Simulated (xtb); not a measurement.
B(OMe)3 (C3H9BO3), SMILES COB(OC)OC. All values are semi-empirical tight-binding results from xtb (GFN2-xTB unless named), good for trends rather than for accurate numbers. The structure is a stationary point at GFN2-xTB. The isomer is the one that the SMILES or the coordinates give; other isomers of the formula were not compared. The values are those of a single conformer.

Optimised geometry:

```xyz
16

B     -0.0025    -0.0093     0.0021
O      0.8385     0.9115     0.5561
C      0.7883     2.2699     0.1792
H     -0.1348     2.7320     0.5371
H      1.6482     2.7599     0.6363
H      0.8306     2.3746    -0.9067
O      0.0755    -1.3158     0.3921
C      1.0027    -1.7292     1.3715
H      0.7421    -1.3109     2.3464
H      0.9593    -2.8179     1.4119
H      2.0121    -1.4039     1.1124
O     -0.9062     0.3816    -0.9369
C     -1.7950    -0.5208    -1.5599
H     -1.7222    -1.5137    -1.1165
H     -2.8101    -0.1354    -1.4427
H     -1.5501    -0.5754    -2.6233
```
Charge 0, spin multiplicity 1.

The geometry has at least one imaginary mode, so it is a saddle point at that level.

Problem. Estimate the properties. (Estimate from the structure and the level; the computed values follow.)

Solution. 
The orbital gap is 8.12 eV. The dipole moment is 0.08 D and the static polarisability (D4 model) is 66.7 bohr³. The solvation energy, GFN2-xTB/ALPB(water) is -3.2 kcal/mol. The solvation energy, GFN2-xTB/ALPB(hexane) comes out as -5.5 kcal/mol.

Computed IR lines (harmonic; lines under 4 % of the strongest left out, lines within 3 cm⁻¹ merged):
ν (cm⁻¹): 572 (m), 1039 (w), 1044 (w), 1146 (w), 1251 (vs), 1268 (vs), 1407 (w), 2950 (m), 2966 (w), 2989 (w) (against the strongest line: vs over 80 %, s over 45 %, m over 15 %, w over 4 %, vw less). 1 imaginary mode(s) remain.

Problem. Give the atomic charges and the Wiberg bond orders between heavy atoms. (The exact figures need the calculation; the answer reports its results.)

Solution. charges (e) B1 0.54, O2 -0.37, C3 0.04, H4 0.05, H5 0.06, H6 0.05, O7 -0.37, C8 0.04, H9 0.05, H10 0.06, H11 0.05, O12 -0.37, C13 0.03, H14 0.05, H15 0.05, H16 0.05. Bond orders B1–O2 1.10, O2–C3 0.98, B1–O7 1.10, O7–C8 0.98, B1–O12 1.11, O12–C13 0.98.
